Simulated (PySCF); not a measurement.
CH5N2 (SMILES NC=[NH2+]), charge +1, singlet, geometry from GFN2-xTB, with bond 5-1 at 3.0 times its length; PBE/STO-3G (PySCF).

Here is a job for PySCF.
```python
from pyscf import gto, scf, dft

mol = gto.M(
    atom='''
N     1.14797274    0.20018934    0.03700286
C     0.00000738   -0.40400940    0.15397542
N    -1.14797868    0.12474531   -0.16084144
H     1.21954645    1.14751701   -0.31697552
H     3.73876560   -1.17066714    0.81515546
H     0.00002593   -1.41964718    0.54105366
H    -1.21958691    1.06736807   -0.52715794
H    -2.01155856   -0.38896122   -0.05028975
''',
    basis='sto-3g',
    charge=1,
    verbose=5,
)

mf = dft.RKS(mol)
mf.xc = 'pbe'
mf.kernel()
mo_i, mo_e, stable_i, stable_e = mf.stability(internal=True, external=True, return_status=True, nroots=6, tol=1e-6)
print('internally stable:', stable_i, ' externally stable:', stable_e)
if not stable_e:
    umf = mf.to_uhf() if not hasattr(mf, 'xc') else mf.to_uks()
    umf.scf_summary = {}
    umf.kernel(umf.make_rdm1(mo_e, umf.mo_occ))
```

### Question
What does PySCF print? Leave out banner, timings and long lists.

### Answer

```
PySCF version 2.14.0

[INPUT] verbose = 5
[INPUT] max_memory = 4000
[INPUT] num. atoms = 8
[INPUT] num. electrons = 24
[INPUT] charge = 1
[INPUT] spin (= nelec alpha-beta = 2S) = 0
[INPUT] symmetry False subgroup None
[INPUT] Mole.unit = angstrom
[INPUT] Symbol           X                Y                Z      unit          X                Y                Z       unit  Magmom
[...]
[INPUT] ---------------- BASIS SET ----------------
[INPUT] l, kappa, [nprim/nctr], expnt,             c_1 c_2 ...
[INPUT] C
[...]
                                13.045096         0.53532814
                                3.5305122         0.44463454
[...]
                                0.6834831         0.39951283
                                0.2222899         0.70011547
[...]
                                0.6834831         0.60768372
                                0.2222899         0.39195739
[INPUT] N
[...]
                                18.052312         0.53532814
                                4.8856602         0.44463454
[...]
                                0.8784966         0.39951283
                                0.2857144         0.70011547
[...]
                                0.8784966         0.60768372
                                0.2857144         0.39195739
[INPUT] H
[...]
                                0.62391373        0.53532814
                                0.1688554         0.44463454

nuclear repulsion = 76.0882884222258
number of shells = 14
number of NR pGTOs = 60
number of NR cGTOs = 20
basis = sto-3g
ecp = {}

******** <class 'pyscf.dft.rks.RKS'> ********
method = RKS
initial guess = minao
damping factor = 0
level_shift factor = 0
DIIS = <class 'pyscf.scf.diis.CDIIS'>
diis_start_cycle = 1
diis_space = 8
diis_damp = 0
SCF conv_tol = 1e-09
SCF conv_tol_grad = None
SCF max_cycles = 50
direct_scf = True
direct_scf_tol = 1e-13
XC library pyscf.dft.libxc version 7.1.2
    S. Lehtola, C. Steigemann, M. J. T. Oliveira, and M. A. L. Marques,  SoftwareX 7, 1–5 (2018)
XC functionals = pbe
    J. P. Perdew, K. Burke, and M. Ernzerhof,  Phys. Rev. Lett. 77, 3865 (1996)
    J. P. Perdew, K. Burke, and M. Ernzerhof,  Phys. Rev. Lett. 78, 1396 (1997)
    J. P. Perdew, K. Burke, and M. Ernzerhof,  Phys. Rev. Lett. 77, 3865 (1996)
    J. P. Perdew, K. Burke, and M. Ernzerhof,  Phys. Rev. Lett. 78, 1396 (1997)
radial grids:
    Treutler-Ahlrichs [JCP 102, 346 (1995); DOI:10.1063/1.469408] (M4) radial grids

becke partition: Becke, JCP 88, 2547 (1988); DOI:10.1063/1.454033
pruning grids: <function nwchem_prune>
grids dens level: 3
symmetrized grids: False
atomic radii adjust function: <function treutler_atomic_radii_adjust>
small_rho_cutoff = 0
Set gradient conv threshold to 3.16228e-05
Initial guess from minao.
atom N rad-grids = 75, ang-grids = [ 50  50  50  50  50  50  50  50  50  50  50  50  50  50  50  50  50  50
  50  50  50  50  50  86  86  86  86  86  86  86  86  86  86 266 266 266
 266 266 266 266 302 302 302 302 302 302 302 302 302 302 302 302 302 302
 302 302 302 302 302 302 266 266 266 266 266 266 266 266 266 266 266 266
 266 266 266]
atom C rad-grids = 75, ang-grids = [ 50  50  50  50  50  50  50  50  50  50  50  50  50  50  50  50  50  50
  50  50  50  50  86  86  86  86  86  86  86  86  86  86 266 266 266 266
 266 266 302 302 302 302 302 302 302 302 302 302 302 302 302 302 302 302
 302 302 302 302 266 266 266 266 266 266 266 266 266 266 266 266 266 266
 266 266 266]
atom H rad-grids = 50, ang-grids = [ 50  50  50  50  50  50  50  50  50  50  50  50  50  50  50  86  86  86
  86 266 266 266 266 266 302 302 302 302 302 302 302 302 302 302 302 302
 302 266 266 266 266 266 266 266 266 266 266 266 266 266]
tot_boxes 2574, boxes in each direction [16 11  9]
Padding 6 grids
tot grids = 90968
nelec by numeric integration = 24.831455498427204
E1 = -349.944078036273  E2 = 125.14147966543176  Ecoul = 146.0047951886166  Exc = -20.86331552318485
init E= -148.714309948615
cond(S) = 11.19502865946993
  mo_energy =
[...]
SCF not converged.
<class 'pyscf.dft.rks.RKS'> wavefunction has an internal instability
<class 'pyscf.dft.rks.RKS'> wavefunction has an real -> complex instability
<class 'pyscf.dft.rks.RKS'> wavefunction has an RHF/RKS -> UHF/UKS instability
internally stable: False  externally stable: False
[...]
E1 = -343.7028571797292  E2 = 119.5595100719189  Ecoul = 140.016911585557  Exc = -20.45740151363812
cycle= 46 E= -148.055058685585  delta_E= 0.00112  |g|= 0.0334  |ddm|= 0.0666
  alpha mo_energy =
[-14.15301687 -14.10327752 -10.09174021  -1.11251147  -1.00369159
  -0.79852399  -0.71787006  -0.70361912  -0.59655666  -0.55059166
  -0.41200448  -0.39360555  -0.38918687  -0.17795806   0.04823707
   0.05270245   0.08083921   0.17172527   0.28452553   0.34554092]
  beta  mo_energy =
[-1.41547358e+01 -1.41132100e+01 -1.00910600e+01 -1.12068953e+00
 -1.02080227e+00 -8.03524510e-01 -7.22981902e-01 -7.11320692e-01
 -6.01889428e-01 -5.59690764e-01 -4.68508536e-01 -4.10837083e-01
 -1.88977271e-01  4.96562279e-03  4.54060810e-02  4.67646155e-02
  7.07558960e-02  1.65396730e-01  2.78170802e-01  3.34845003e-01]
multiplicity <S^2> = 0.80871442  2S+1 = 2.057877
nelec by numeric integration = [12.00000559 12.0000058 ]
E1 = -343.96980781836476  E2 = 119.82431932017383  Ecoul = 140.287794712734  Exc = -20.463475392560177
cycle= 47 E= -148.057200075965  delta_E= -0.00214  |g|= 0.0159  |ddm|= 0.121
  alpha mo_energy =
[-14.15256678 -14.10268425 -10.09169647  -1.11223955  -1.00344575
  -0.79826815  -0.7175057   -0.70335765  -0.59635204  -0.55032783
  -0.41245337  -0.39340283  -0.38900235  -0.17768444   0.04867174
   0.05291749   0.08103378   0.17195765   0.2847554    0.34581769]
  beta  mo_energy =
[-1.41542518e+01 -1.41125824e+01 -1.00910518e+01 -1.12040558e+00
 -1.02049985e+00 -8.03272421e-01 -7.22590801e-01 -7.11030202e-01
 -6.01655256e-01 -5.59503252e-01 -4.67987833e-01 -4.10332435e-01
 -1.88814019e-01  3.28883771e-03  4.57790147e-02  4.70105637e-02
  7.09774363e-02  1.65642252e-01  2.78420964e-01  3.35125551e-01]
multiplicity <S^2> = 0.82939871  2S+1 = 2.0778823
nelec by numeric integration = [12.00000559 12.0000058 ]
E1 = -343.83857068423436  E2 = 119.69390999363715  Ecoul = 140.15431133169747  Exc = -20.460401338060326
cycle= 48 E= -148.056372268371  delta_E= 0.000828  |g|= 0.0235  |ddm|= 0.0511
  alpha mo_energy =
[-14.15262325 -14.10276817 -10.09175431  -1.11229365  -1.00349501
  -0.79831215  -0.71754196  -0.70340625  -0.59638257  -0.55038242
  -0.41240293  -0.39340928  -0.38901472  -0.17774201   0.04862981
   0.05288703   0.0809696    0.17191842   0.28470205   0.34576657]
  beta  mo_energy =
[-1.41543235e+01 -1.41126741e+01 -1.00910885e+01 -1.12047021e+00
 -1.02057310e+00 -8.03307528e-01 -7.22628199e-01 -7.11079236e-01
 -6.01681497e-01 -5.59553241e-01 -4.67996323e-01 -4.10419530e-01
 -1.88848687e-01  3.40176911e-03  4.57497955e-02  4.69749212e-02
  7.09233054e-02  1.65615041e-01  2.78380702e-01  3.35091342e-01]
multiplicity <S^2> = 0.82752634  2S+1 = 2.0760793
nelec by numeric integration = [12.00000559 12.0000058 ]
E1 = -343.85100939664966  E2 = 119.7062562089212  Ecoul = 140.16696033363118  Exc = -20.46070412470998
cycle= 49 E= -148.056464765503  delta_E= -9.25e-05  |g|= 0.0227  |ddm|= 0.00498
  alpha mo_energy =
[-14.15282136 -14.10281272 -10.09370402  -1.11295894  -1.00395223
  -0.79894335  -0.71811682  -0.70393382  -0.59709364  -0.55114017
  -0.4115041   -0.39351948  -0.38896804  -0.17850861   0.0481715
   0.05232291   0.08055834   0.17116879   0.2839393    0.34497517]
  beta  mo_energy =
[-1.41545597e+01 -1.41127585e+01 -1.00930102e+01 -1.12116788e+00
 -1.02110973e+00 -8.03944581e-01 -7.23247826e-01 -7.11627037e-01
 -6.02410465e-01 -5.60303152e-01 -4.68590452e-01 -4.10736987e-01
 -1.89639765e-01  5.53190985e-03  4.52632469e-02  4.64541866e-02
  7.04758526e-02  1.64845309e-01  2.77591296e-01  3.34268542e-01]
multiplicity <S^2> = 0.79501363  2S+1 = 2.0445182
nelec by numeric integration = [12.0000056 12.0000058]
E1 = -344.0607622635855  E2 = 119.91490734974116  Ecoul = 140.37994472675376  Exc = -20.465037377012614
cycle= 50 E= -148.057566491619  delta_E= -0.0011  |g|= 0.0114  |ddm|= 0.0886
SCF not converged.
SCF energy = -148.057566491619 after 50 cycles  <S^2> = 0.79501363  2S+1 = 2.0445182
```

The run did not converge; its last values are not results.
